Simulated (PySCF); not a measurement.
**Spinor energies of Ge³⁺ (germanium, charge +3)**

Start: [Ar] 3d10 4s1; 4s1/2 filled at m_j = +1/2. Calculated with PySCF 2.14 in x2c-SVPall-2c with one added diffuse shell each of s, p, d type (6s7p4d, 47 functions): generalised Hartree-Fock with the X2C-1e Hamiltonian and a Gaussian nucleus; one run each with spin-orbit coupling (SO) switched off, then screened by Boettger's factors. This is a chosen level, not necessarily the ground level.

```tsv
spinor shell	electrons	ε, spin-free (eV)	ε, screened SO (eV)	weight of nominal j (screened SO)	rms radius, screened SO (bohr)
1s1/2	2	-11209.5	-11209.4	1.000	0.0542
2s1/2	2	-1487.2	-1487.1	1.000	0.227
2p1/2	2	-1299.6	-1321.5	1.000	0.201
2p3/2	4	-1299.6	-1289.0	1.000	0.204
3s1/2	2	-235.38	-235.38	1.000	0.668
3p1/2	2	-175.76	-178.87	0.999	0.694
3d3/2	4	-77.590	-77.985	0.987	0.802
3d5/2	6	-77.590	-77.329	0.991	0.805
4s1/2	1	-44.618	-44.619	1.000	2.04
```

(1) Where does 3p3/2 lie, and what is the 3p spin-orbit splitting (screened SO)?

```
   quantity    spin-free  screened SO
E (hartree)  -2094.67103  -2094.73219
        M_J          1/2          1/2
       ⟨J²⟩        0.750        0.750
       ⟨L²⟩        0.000        0.002
       ⟨S²⟩        0.750        0.752
```

Each row is a mean over spinors that exchange with the open shell spreads, by up to 0.642 eV (3s1/2).

Without spin-orbit coupling the j labels of p, d and f shells carry no meaning; the spin-free column gives the mean over the occupied spinors of each nl shell.

Results:

(1) At -174.24 eV, 4.629 eV above 3p1/2.
